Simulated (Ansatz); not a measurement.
Species: C6H8N, charge 0, multiplicity 2. It need not be the lowest isomer of its formula. 
Coordinates optimised at B3LYP-D3(BJ)/def2-TZVP (Ansatz, a quantum-chemistry and plane-wave program):
```xyz
15

C      2.4477    -0.6712     0.1217
C      1.0689    -0.1549    -0.0443
C      0.6688     1.0180    -0.8087
C     -0.6817     1.1029    -0.6757
C     -1.0680    -0.0206     0.1662
N      0.0045    -0.7498     0.5242
C     -2.4413    -0.3639     0.6033
H      2.8940    -0.9083    -0.8492
H      2.4448    -1.5656     0.7410
H      3.0922     0.0829     0.5847
H      1.3276     1.6709    -1.3600
H     -1.3489     1.8392    -1.0964
H     -2.4290    -1.2593     1.2211
H     -3.0937    -0.5320    -0.2593
H     -2.8849     0.4586     1.1735
```
Charge 0, spin multiplicity 2.

Parts of the frozen-core correlation energy in 6-31G (Ansatz, hartree). Frozen orbitals: 7; correlated occupied orbitals by spin: 19 and 18; virtual: 53 and 54. UHF or UKS for open shells. Spin-orbit coupling is left out. No relativistic terms.

| term | value |
|---|---|
| reference (HF) | -286.15889 |
| MP2 opposite-spin | … |
| MP2 same-spin | … |
| CCSD correlation | -0.67170 |
| (T) | … |
| T1 diagnostic | 0.019 |
| largest doubles amplitude | 0.081 |
| <S^2> of the reference | 0.888 |

Task: Fill in the missing entries.

Result: 
- MP2 opposite-spin, value: -0.45944
- MP2 same-spin, value: -0.14793
- (T), value: -0.02225
